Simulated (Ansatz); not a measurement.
Reaction (silylene formation by 1,1-elimination): `C[SiH2]C[SiH3]` → `C[SiH2]C` + `[SiH2]`

Calculated with Ansatz (gas phase, PBE0-D4/def2-TZVP geometries, no zero-point term in ΔE). CCSD(T)/CBS adds triple-zeta CCSD(T) − MP2 to the extrapolated MP2 energy (def2 sets, frozen cores). This one scheme is used for every species. DFT in def2-TZVPP. B3LYP here is the variant with VWN-RPA as its local correlation; programs differ in this. One conformer a species, not always the lowest.

| level | ΔE (kJ/mol) | difference from CCSD(T)/CBS |
| --- | --- | --- |
| PBE-D4 | 242.1 | 2.3 |
| r2SCAN-D4 | 258.0 | 18.2 |
| PBE0-D4 | 251.0 | 11.2 |
| B3LYP-D4 | 233.4 | -6.4 |
| ωB97X-V | 248.9 | 9.1 |
| r2SCAN | 255.1 | 15.3 |
| PBE0 | 241.9 | 2.1 |
| B3LYP | 216.9 | -22.9 |
| HF/def2-TZVPP | 215.5 | -24.3 |
| MP2/def2-TZVPP | 253.7 | 13.9 |
| CCSD(T)/def2-TZVPP | 233.1 | -6.7 |
| HF/def2-QZVPP | 216.3 | -23.5 |
| MP2/def2-QZVPP | 257.8 | 18.0 |
| HF/CBS(def2) | 216.5 | -23.3 |
| MP2/CBS(def2) | 260.4 | 20.6 |
| CCSD/CBS(def2) | 234.7 | -5.1 |
| CCSD(T)/CBS | 239.8 | 0 |

Largest T1 diagnostic among the species: 0.014.

The D4 term adds +16.5 kJ/mol with B3LYP and +9.1 kJ/mol with PBE0; it sums over pairs of atoms, weighted by their polarisabilities, and B3LYP, whose exchange is more repulsive, gets the larger term. From PBE to PBE0 (25 % exact exchange), in def2-TZVPP and without D4, ΔE moves by +10.2 kJ/mol.

CCSD(T)/CBS has its own doubt, a few kJ/mol and more with outer-core shells, so smaller differences from it don't rank the levels.
